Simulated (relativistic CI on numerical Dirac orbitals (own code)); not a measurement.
## Fe²⁺ in a cubic cluster: L2,3 absorption with charge transfer

Computed with a charge-transfer multiplet model of a cubic metal-ligand cluster with up to 3 ligand holes, Slater and spin-orbit integrals from Dirac-Coulomb-Breit ions, Slater integrals scaled by 0.8. The ground state mixes d6 with configurations of k ligand holes L, whose averages lie at kΔ + k(k − 1)U_dd/2; a core hole lowers each added d electron by U_cd. 300 K, Lorentzian 0.4 eV and Gaussian 0.3 eV FWHM.

Atomic integrals in eV (Slater integrals scaled, ζ unscaled), ground: F2dd 8.723, F4dd 5.416, zeta_d 0.049; with the core hole: F2dd 9.374, F4dd 5.826, zeta_d 0.067, zeta_core 8.135, F2cd 5.460, G1cd 4.059, G3cd 2.306.

Cluster parameters (eV): Δ = 2.7, U_dd = 6.5, U_cd = 7.7, 10Dq = 0.3, 10Dq(ligand) = 0.5, final-state hopping factor = 0.9.

| Case | n_d | d6 | d7L | d8L2 | d9L3 | S |
| --- | --- | --- | --- | --- | --- | --- |
| V(eg) = 0.7 eV, V(t2g) = -0.36 eV | 6.06 | 0.94 | 0.06 | 0.00 | 0.00 | 2.00 |
| V(eg) = 1.3 eV, V(t2g) = -0.66 eV | 6.17 | 0.84 | 0.16 | 0.00 | 0.00 | 2.00 |
| V(eg) = 1.6 eV, V(t2g) = -0.81 eV | 6.22 | 0.79 | 0.21 | 0.01 | 0.00 | 2.00 |
| V(eg) = 1.9 eV, V(t2g) = -0.96 eV | 6.27 | 0.74 | 0.25 | 0.01 | 0.00 | 2.00 |
| V(eg) = 2.2 eV, V(t2g) = -1.12 eV | 6.32 | 0.70 | 0.28 | 0.02 | 0.00 | 2.00 |

Weights, n_d and S are thermal averages at 300 K. Photon energies count from the first peak over 30 % of the highest in each spectrum, which can be another peak from case to case. The parameters are a model scan and need not match a compound or its usual spin state. Peaks in eV (height, largest 100):
- V(eg) = 0.7 eV, V(t2g) = -0.36 eV: 0.0 (100), 0.7 (77), 12.7 (36), 14.9 (8)
- V(eg) = 1.3 eV, V(t2g) = -0.66 eV: 0.0 (100), 1.9 (28), 12.7 (37), 14.9 (8)
- V(eg) = 1.6 eV, V(t2g) = -0.81 eV: 0.0 (100), 1.9 (26), 12.7 (37), 14.8 (8)
- V(eg) = 1.9 eV, V(t2g) = -0.96 eV: 0.0 (100), 1.9 (25), 12.6 (36), 14.8 (9)
- V(eg) = 2.2 eV, V(t2g) = -1.12 eV: 0.0 (100), 1.9 (24), 11.7 (14), 12.6 (36), 14.8 (9)

Curve for V(eg) = 2.2 eV, V(t2g) = -1.12 eV (points under 2 left out, the grid thinned):

```csv
E (eV),Intensity
-3.0,2.1
-2.7,3.0
-2.3,6.4
-2.0,13.4
-1.7,19.2
-1.3,27.4
-1.0,35.7
-0.6,50.8
-0.3,77.0
0.0,100.0
0.4,82.9
0.7,71.2
1.0,52.8
1.4,27.2
1.7,22.7
2.0,23.2
2.4,15.4
2.7,13.6
3.1,11.8
3.4,9.5
3.7,7.6
4.1,6.3
4.4,5.2
4.7,4.4
5.1,4.1
5.4,3.8
5.7,3.0
6.1,3.0
6.4,2.6
10.8,2.7
11.1,5.6
11.4,11.0
11.8,13.8
12.1,15.2
12.4,28.0
12.8,32.3
13.1,23.9
13.4,20.8
13.8,13.7
14.1,9.4
14.5,7.1
14.8,8.5
15.1,7.0
15.5,3.6
15.8,2.2
```

For the case V(eg) = 1.3 eV, V(t2g) = -0.66 eV, Δ = 2.7 eV is smaller than U_dd = 6.5 eV, the charge-transfer side of the Zaanen-Sawatzky-Allen scheme. With the core hole the configuration with one ligand hole lies at Δ + U_dd − U_cd = 1.5 eV above the one without, against Δ in the ground state. The added d electron screens the hole, so the order of the configurations is kept and charge-transfer satellites are weaker than in photoemission.
